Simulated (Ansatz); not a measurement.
ClTl, triplet, geometry from GFN2-xTB (such geometries of metal compounds can be far from the true shape) (a higher spin typed on purpose: for a closed-shell molecule this is an excited state) (core potentials on Tl), atoms displaced at random by about 0.02 Å a coordinate. Base run: Ansatz (a program for electronic structure) with PBE/def2-TZVP.

Input for Ansatz:
Ansatz 0.2 input:
```yaml
crystal:
  periodic: [false, false, false]
  atoms:
    - {symbol: Tl, position_ang: [0.00088840, -0.01314057, -0.52221520]}
    - {symbol: Cl, position_ang: [-0.00784141, -0.00318811, 2.52725910]}
basis:
  gaussian:
    orbitals: def2-TZVP
hamiltonian:
  xc: pbe
magnetization: {spin_polarized: true, initial_magnetization: 2}
relax: {}
```

Each row names what was changed in the base input (with any setting that the change needs).

| change | ΔE vs base (kcal/mol) | optimiser steps | core-seconds (rough) |
|---|---|---|---|
| base | 0.000 | 7 | 50 |
| relax = max_displacement: 0.5 | 0.000 | 8 | 50 |
| relax = escape_saddle: false | 0.000 | 7 | 30 |
| relax = f_tol: 0.1 | 0.002 | 6 | 50 |
| relax = max_displacement: 0.02 | 0.000 | 14 | 70 |
| relax = f_tol: 0.002 | 0.000 | 7 | 50 |
| relax = f_tol: 0.0005 | 0.000 | 7 | 50 |
